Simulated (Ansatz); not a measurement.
A structure relaxed at r2SCAN-D4/def2-SVP in Ansatz, charge 0, singlet:

```xyz
15

Mg   -0.602   -0.850   -1.563
Mg    1.118   -0.281    2.877
Mg   -0.056    1.259    0.315
Mg    1.844   -1.664   -0.243
Mg   -2.348    1.513   -1.547
H    -3.987    1.979   -1.636
H     1.459   -0.431    4.537
H     0.954    0.125   -0.823
H    -0.886    2.450   -0.769
H     0.329   -2.341   -1.238
H     3.513   -1.915   -0.530
H    -1.516    0.039   -0.114
H     1.092   -1.392    1.440
H     0.558    1.272    1.989
H    -1.473    0.236   -2.695
```

**Question.** Give its formula.

**Answer.** Mg₅H₁₀.

**Question.** Summarise the bond lengths by kind (pairs closer than 1.2 times the sum of covalent radii, bridged metal pairs left out).

**Answer.** 17 × H–Mg 1.70 to 1.98 Å.

Another isomer (singlet) lies 0.20 eV lower at PBE0-D4/def2-TZVP; other spin states weren't run for this one.
